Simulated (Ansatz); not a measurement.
# AgF4P: where a starting geometry ends

The starting geometry of this gas-phase singlet was optimised with GFN2-xTB.

```yaml
atoms:
  - { symbol: Ag, position_ang: [1.5103, -1.7109, 0.6408] }
  - { symbol: F, position_ang: [-0.7101, -1.2634, 0.8586] }
  - { symbol: F, position_ang: [-1.0063, -0.0159, -1.1786] }
  - { symbol: F, position_ang: [0.5953, 1.6011, -1.0250] }
  - { symbol: F, position_ang: [-0.5659, 1.1393, 0.8834] }
  - { symbol: P, position_ang: [0.1767, 0.2498, -0.1791] }
```

Problem. Where would you expect an optimisation with PBE0-D4/def2-SVP to take it?

Solution. A bond breaks, giving a structure given below by its coordinates. Distances that change by over a tenth: F2–P6 (2.04 → 1.65 Å). Contacts that open: Ag1–F2 (2.28 → 2.90 Å).

The energy falls by 0.78 eV over 10 steps:

```csv
step,E − E(last) (eV)
1,0.781
2,0.572
3,0.407
4,0.288
5,0.128
6,0.014
7,0.011
8,0.000
9,0.000
10,0.000
```

Final geometry (Å):

```xyz
6

Ag    1.8515   -1.3184    0.3460
F    -0.9988   -1.0472    0.7995
F    -1.0594   -0.0249   -1.2490
F     0.8642    1.1431   -0.8245
F    -0.5947    1.2026    0.9397
P    -0.0628    0.0448   -0.0118
```

Frequencies at the end are all real (lowest 87 cm⁻¹). Atoms past krypton carry core potentials, without spin–orbit terms. Run with Ansatz 0.2.0, 27 s on 2 threads of Arm Neoverse V2, with other jobs on the host.
